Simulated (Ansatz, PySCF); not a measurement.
Gas-phase reaction in SMILES: CB(S)S [methyl-bis(sulfanyl)borane] + 3 [H][H] (H2) -> B (BH3) + C (CH4) + 2 S (H2S)
Geometries: B3LYP-D3(BJ)/def2-TZVP minima from Ansatz (a program for electronic structure), one conformer each, not searched for the lowest.

Property: energy of full hydrogenation (enthalpy at 298 K, with B3LYP-D3(BJ) rigid-rotor harmonic-oscillator terms from PySCF), in kJ/mol. Cores are frozen in the correlated levels unless marked. No spin-orbit coupling. Non-relativistic unless marked X2C. CBS(X,Y): correlation extrapolated as X^-3; Hartree-Fock from the larger set. The bracket is a focal-point correction in the basis named.

| level | program | energy of full hydrogenation (kJ/mol) | minus last row |
|---|---|---|---|
| HF/6-31G* | Ansatz | 58.2 | -81.8 |
| HF/aug-cc-pV(D+d)Z | Ansatz | 51.3 | -88.7 |
| HF/cc-pV(Q+d)Z | Ansatz | 57.4 | -82.6 |
| PBE-D3(BJ)/def2-TZVPD | Ansatz + dftd3 | 164.7 | 24.7 |
| B97M-V/def2-TZVPD | Ansatz | 144.2 | 4.2 |
| PBE0/6-31G* | Ansatz | 145.9 | 5.9 |
| PBE0-D4/def2-TZVP | Ansatz + dftd4 | 154.3 | 14.3 |
| PBE0/def2-TZVP | Ansatz | 142.2 | 2.2 |
| PBE0/def2-TZVPD | Ansatz | 138.4 | -1.6 |
| HSE06-D3(BJ)/def2-TZVPD | Ansatz + dftd3 | 149.3 | 9.3 |
| HSE06/def2-TZVPD | Ansatz | 139.2 | -0.8 |
| MP2/6-31G* | Ansatz | 190.1 | 50.1 |
| MP2/aug-cc-pV(T+d)Z | Ansatz | 154.0 | 14.0 |
| RI-MP2/aug-cc-pV(Q+d)Z | Ansatz | 157.8 | 17.8 |
| RI-MP2/cc-pV(Q+d)Z | Ansatz | 157.3 | 17.3 |
| RI-MP2/CBS(cc-pV(T+d)Z,cc-pV(Q+d)Z) | Ansatz | 160.3 | 20.3 |
| CCSD/cc-pV(D+d)Z | Ansatz | 113.1 | -26.9 |
| CCSD(T)/6-31G* | Ansatz | 184.9 | 44.9 |
| X2C-CCSD(T)/cc-pVTZ-DK | Ansatz | 134.1 | -5.9 |
| RI-MP2/CBS(cc-pV(T+d)Z,cc-pV(Q+d)Z)+[CCSD(T)-MP2]/cc-pV(D+d)Z | Ansatz | 138.3 | -1.7 |
| CCSD(T)/CBS(cc-pV(T+d)Z,cc-pV(Q+d)Z) | Ansatz | 140.0 | 0.0 |
